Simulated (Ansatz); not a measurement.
`N[SiH](O)[SiH2]F` at its PBE0-D4/def2-TZVP geometry, where that method's forces vanish. Charge 0, multiplicity 1.

```xyz
11

N     1.7577    0.0222    0.5106
Si    0.3162    0.7680   -0.0256
O     0.2043    1.2135   -1.6125
Si   -1.4023   -0.7846    0.3994
F    -2.2335   -0.9744   -0.9735
H     2.5993    0.5542    0.6647
H     1.9632   -0.9444    0.3180
H     0.2195    2.0419    0.7248
H    -0.1932    0.5919   -2.2243
H    -2.3626   -0.3618    1.4529
H    -0.8686   -2.1266    0.7657
```

Task: What forces (eV/Å) does ωB97M-V/def2-TZVPP give on these atoms in Ansatz? (Best estimate.)

Result: Computed: 
```
N1   0.052 -0.029  0.004
Si2 -0.128  0.094  0.184
O3  -0.029 -0.028 -0.096
Si4  0.095 -0.015  0.251
F5  -0.059 -0.006 -0.120
H6  -0.014 -0.025 -0.003
H7   0.008  0.019  0.010
H8   0.007 -0.138 -0.080
H9   0.011  0.029  0.004
H10  0.112 -0.050 -0.119
H11 -0.054  0.150 -0.037
```
